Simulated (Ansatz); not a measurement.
Two isomers of C3H6OSi: A = `C=C1[SiH2]C1O`, B = `C[SiH]1C=CO1`.

Calculated with Ansatz (gas phase, PBE0-D4/def2-TZVP geometries, no zero-point term in ΔE). CBS: MP2 limit from def2 TZ/QZ plus the TZ coupled-cluster correction, frozen cores. Functionals use def2-TZVPP. B3LYP here is the variant with VWN-RPA as its local correlation; programs differ in this. One conformer a species, not always the lowest.

Which is lower in electronic energy at CCSD(T)/CBS, and by how much? (An estimate is asked.)

Computed: B, by 77.4 kcal/mol.

Give E(B) − E(A) in kcal/mol with r2SCAN-D4, B3LYP-D4, ωB97M-V, PBE0-D4, B3LYP, CCSD(T)/def2-TZVPP, B2PLYP. (An estimate is asked.)

Ansatz gave: r2SCAN-D4 -72.9, B3LYP-D4 -71.4, ωB97M-V -80.7, PBE0-D4 -74.3, B3LYP -72.5, CCSD(T)/def2-TZVPP -76.3, B2PLYP -75.7. None reverses the order clearly.

Largest T1 diagnostic: 0.023.

In def2-TZVPP, CCSD(T) changes the Hartree–Fock value by +17.1 kcal/mol (the triples alone add +4.9 kcal/mol) and MP2 by +13.4 kcal/mol. From PBE to PBE0 (25 % exact exchange), in def2-TZVPP and without D4, E(B) − E(A) moves by −8.8 kcal/mol.
